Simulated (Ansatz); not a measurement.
Saddle point of SiH₂SOF₂, singlet (SiH₂SOF₂ ([OH][Si]([F])([F])[SH]) → SiOF₂ ([O][Si]([F])[F]) + H₂S (still joined by a long Si–S bond); bonds formed: S2–H4; bonds broken: O3–H4; bonds weakened to dative contacts: Si1–S2), PBE0-D4/def2-TZVP structure:

Si1  (-0.534, 0.261, 0.586)
S2  (1.049, -0.975, -0.610)
O3  (-1.495, 0.257, -0.609)
H4  (-0.178, -0.633, -1.266)
F5  (0.259, 1.540, 1.064)
F6  (-0.772, -0.580, 1.898)
H7  (1.670, 0.130, -1.062)
(Å)

Energies are electronic, without zero-point energy. Barriers and step energies count from the start structure reached by relaxing down the imaginary mode; all methods use the PBE0-D4 structures, on which another method's saddle can fall below an end. Ansatz 0.2.0; basis: def2-TZVPP, with def2-QZVPP for the basis limit; cores frozen in the correlated methods. B3LYP uses VWN-RPA correlation. Extrapolation: Hartree–Fock as exp(−7.88 √X), correlation as X^−2.97.

```json
{"method": "SPW92", "barrier (kJ/mol)": "189.0", "step energy (kJ/mol)": "193.8"}
{"method": "PBE-D4", "barrier (kJ/mol)": "192.7", "step energy (kJ/mol)": "184.7"}
{"method": "BLYP-D4", "barrier (kJ/mol)": "194.9", "step energy (kJ/mol)": "177.1"}
{"method": "r2SCAN-D4", "barrier (kJ/mol)": "212.0", "step energy (kJ/mol)": "198.9"}
{"method": "B97M-V", "barrier (kJ/mol)": "222.7", "step energy (kJ/mol)": "205.7"}
{"method": "PBE0-D4", "barrier (kJ/mol)": "?", "step energy (kJ/mol)": "205.7"}
{"method": "B3LYP-D4", "barrier (kJ/mol)": "217.0", "step energy (kJ/mol)": "195.7"}
{"method": "r2SCAN0-D4", "barrier (kJ/mol)": "?", "step energy (kJ/mol)": "213.6"}
{"method": "BHLYP-D4", "barrier (kJ/mol)": "245.4", "step energy (kJ/mol)": "217.3"}
{"method": "CAM-B3LYP-D4", "barrier (kJ/mol)": "226.4", "step energy (kJ/mol)": "204.1"}
{"method": "wB97X-V", "barrier (kJ/mol)": "228.8", "step energy (kJ/mol)": "206.6"}
{"method": "wB97M-V", "barrier (kJ/mol)": "225.6", "step energy (kJ/mol)": "205.2"}
{"method": "B2PLYP", "barrier (kJ/mol)": "220.1", "step energy (kJ/mol)": "198.4"}
{"method": "PBE-QIDH", "barrier (kJ/mol)": "231.2", "step energy (kJ/mol)": "213.6"}
{"method": "RPA on PBE", "barrier (kJ/mol)": "220.1", "step energy (kJ/mol)": "195.3"}
{"method": "HF", "barrier (kJ/mol)": "283.0", "step energy (kJ/mol)": "237.3"}
{"method": "MP2", "barrier (kJ/mol)": "?", "step energy (kJ/mol)": "202.5"}
{"method": "CCSD", "barrier (kJ/mol)": "239.0", "step energy (kJ/mol)": "211.9"}
{"method": "CCSD(T)", "barrier (kJ/mol)": "227.9", "step energy (kJ/mol)": "205.7"}
```

(1) Fill in the withheld barriers. (An estimate is asked for; the value comes from the calculation.)

No T1 diagnostic of these runs exceeds 0.015.

Results:

(1) The calculation gives: MP2 221.6; r2SCAN0-D4 230.5; PBE0-D4 219.5 kJ/mol. Each is the energy of the saddle less that of the start structure, by the same method.

For comparison, the barrier by CCSD(T) at an estimated basis limit (MP2 extrapolated from triple and quadruple zeta, plus CCSD(T) − MP2 in triple zeta) is 228.0 kJ/mol.

Labels in which every atom is bracketed show which atoms are joined, not bond orders.

For scale, one of the runs: CCSD(T)/def2-TZVPP, 205 basis functions, launched by `ansatz run in.yaml --threads 4 --pin off --events-out ev --progress --plain --max-ram 9574MiB`. Time: 2.5 min of wall clock on 4 CPU threads of an AMD EPYC; the host was shared. Peak host memory: 2.7 GiB.
